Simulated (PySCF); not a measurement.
A series of related molecules.

All values: PBE0/pcSseg-1 (PySCF) at GFN2-xTB geometries, gas phase, one conformer each.

Question: Rank by the highest IAO charge on any atom, lowest value first.
A. `C#C[SiH2]NC(CN)CN`
B. `C(N)C(N[SiH2]N)CN`
C. `C(N)C(N[SiH2]O)CN`
D. `NCC(CN)N[SiH2]P`
E. `C(C(CN)N[SiH2]C#N)N`
F. `NCC(CN)N[SiH2]S`

Answer: D (+0.721 e), F (+0.823 e), E (+0.899 e), A (+0.917 e), B (+1.002 e), C (+1.106 e).

Question: Rank by LUMO energy, lowest first.
A. `NCC(CN)N[SiH2]S`
B. `NCC(CN)N[SiH2]O`
C. `N#C[SiH2]NC(CN)CN`
D. `C[SiH2]NC(CN)CN`
E. `C#C[SiH2]NC(CN)CN`

Answer: C (-0.52 eV), E (-0.02 eV), A (0.37 eV), B (0.98 eV), D (1.14 eV).

Question: Rank by HOMO–LUMO gap, highest first.
A. `NCC(CN)N[SiH2]P`
B. `N#C[SiH2]NC(CN)CN`
C. `NCC(CN)N[SiH2]S`
D. `NCC(N[SiH2]O)CN`

Answer: D (7.49 eV), C (6.95 eV), A (6.55 eV), B (5.98 eV).

All values together:

```json
{"SMILES": "NCC(CN)N[SiH2]P", "formula": "C3H14N3PSi", "μ (D)": "1.19", "HOMO (eV)": "-6.25", "LUMO (eV)": "0.30", "lowest IAO charge (e)": "-0.684 (N)", "highest IAO charge (e)": "+0.721 (Si)", "lowest Hirshfeld charge (e)": "-0.242 (N)", "highest Hirshfeld charge (e)": "+0.314 (Si)"}
{"SMILES": "C#C[SiH2]NC(CN)CN", "formula": "C5H13N3Si", "μ (D)": "1.68", "HOMO (eV)": "-6.56", "LUMO (eV)": "-0.02", "lowest IAO charge (e)": "-0.681 (N)", "highest IAO charge (e)": "+0.917 (Si)", "lowest Hirshfeld charge (e)": "-0.245 (N)", "highest Hirshfeld charge (e)": "+0.386 (Si)"}
{"SMILES": "NCC(CN)N[SiH2]S", "formula": "C3H13N3SSi", "μ (D)": "2.42", "HOMO (eV)": "-6.57", "LUMO (eV)": "0.37", "lowest IAO charge (e)": "-0.684 (N)", "highest IAO charge (e)": "+0.823 (Si)", "lowest Hirshfeld charge (e)": "-0.237 (N)", "highest Hirshfeld charge (e)": "+0.339 (Si)"}
{"SMILES": "NCC(CN)N[SiH2]N", "formula": "C3H14N4Si", "μ (D)": "0.82", "HOMO (eV)": "-6.53", "LUMO (eV)": "1.02", "lowest IAO charge (e)": "-0.845 (N)", "highest IAO charge (e)": "+1.002 (Si)", "lowest Hirshfeld charge (e)": "-0.323 (N)", "highest Hirshfeld charge (e)": "+0.377 (Si)"}
{"SMILES": "C[SiH2]NC(CN)CN", "formula": "C4H15N3Si", "μ (D)": "2.41", "HOMO (eV)": "-6.38", "LUMO (eV)": "1.14", "lowest IAO charge (e)": "-0.725 (C)", "highest IAO charge (e)": "+0.899 (Si)", "lowest Hirshfeld charge (e)": "-0.247 (N)", "highest Hirshfeld charge (e)": "+0.369 (Si)"}
{"SMILES": "NCC(CN)N[SiH2]O", "formula": "C3H13N3OSi", "μ (D)": "5.64", "HOMO (eV)": "-6.51", "LUMO (eV)": "0.98", "lowest IAO charge (e)": "-0.837 (O)", "highest IAO charge (e)": "+1.106 (Si)", "lowest Hirshfeld charge (e)": "-0.343 (O)", "highest Hirshfeld charge (e)": "+0.396 (Si)"}
{"SMILES": "N#C[SiH2]NC(CN)CN", "formula": "C4H12N4Si", "μ (D)": "4.61", "HOMO (eV)": "-6.50", "LUMO (eV)": "-0.52", "lowest IAO charge (e)": "-0.673 (N)", "highest IAO charge (e)": "+0.899 (Si)", "lowest Hirshfeld charge (e)": "-0.255 (N)", "highest Hirshfeld charge (e)": "+0.419 (Si)"}
{"SMILES": "NCC(CN)N[SiH2]F", "formula": "C3H12FN3Si", "μ (D)": "1.89", "HOMO (eV)": "-6.47", "LUMO (eV)": "0.07", "lowest IAO charge (e)": "-0.702 (N)", "highest IAO charge (e)": "+1.188 (Si)", "lowest Hirshfeld charge (e)": "-0.245 (N)", "highest Hirshfeld charge (e)": "+0.448 (Si)"}
```

Conformers: `[NH2:1][CH2:2][CH:3]([CH2:4][NH2:5])[NH:6][SiH2:7][PH2:8]` with H–N1–C2–C3 61° and -57°, N1–C2–C3–C4 174°, C2–C3–C4–N5 -69°, C3–C4–N5–H -56° and 63°, C2–C3–N6–Si7 93°; `[CH:1]#[C:2][SiH2:3][NH:4][CH:5]([CH2:6][NH2:7])[CH2:8][NH2:9]` with C2–Si3–N4–C5 -172°, Si3–N4–C5–C6 132°, N4–C5–C6–N7 -174°, C5–C6–N7–H 60° and 179°, N4–C5–C8–N9 71°; `[NH2:1][CH2:2][CH:3]([CH2:4][NH2:5])[NH:6][SiH2:7][SH:8]` with H–N1–C2–C3 -67° and 174°, N1–C2–C3–C4 -63°, C2–C3–C4–N5 -70°, C3–C4–N5–H -55° and 65°, C2–C3–N6–Si7 74°; `[NH2:1][CH2:2][CH:3]([CH2:4][NH2:5])[NH:6][SiH2:7][NH2:8]` with H–N1–C2–C3 175° and -66°, N1–C2–C3–C4 177°, C2–C3–C4–N5 -168°, C3–C4–N5–H -51° and -169°, C2–C3–N6–Si7 -83°; `[CH3:1][SiH2:2][NH:3][CH:4]([CH2:5][NH2:6])[CH2:7][NH2:8]` with C1–Si2–N3–C4 179°, Si2–N3–C4–C5 97°, N3–C4–C5–N6 57°, C4–C5–N6–H -172° and 69°, N3–C4–C7–N8 71°; `[NH2:1][CH2:2][CH:3]([CH2:4][NH2:5])[NH:6][SiH2:7][OH:8]` with H–N1–C2–C3 167° and 47°, N1–C2–C3–C4 178°, C2–C3–C4–N5 175°, C3–C4–N5–H 173° and -67°, C2–C3–N6–Si7 39°; `[N:1]#[C:2][SiH2:3][NH:4][CH:5]([CH2:6][NH2:7])[CH2:8][NH2:9]` with C2–Si3–N4–C5 52°, Si3–N4–C5–C6 97°, N4–C5–C6–N7 -162°, C5–C6–N7–H -54° and -173°, N4–C5–C8–N9 171°; `[NH2:1][CH2:2][CH:3]([CH2:4][NH2:5])[NH:6][SiH2:7][F:8]` with H–N1–C2–C3 -60° and 59°, N1–C2–C3–C4 175°, C2–C3–C4–N5 178°, C3–C4–N5–H 58° and -60°, C2–C3–N6–Si7 66°.
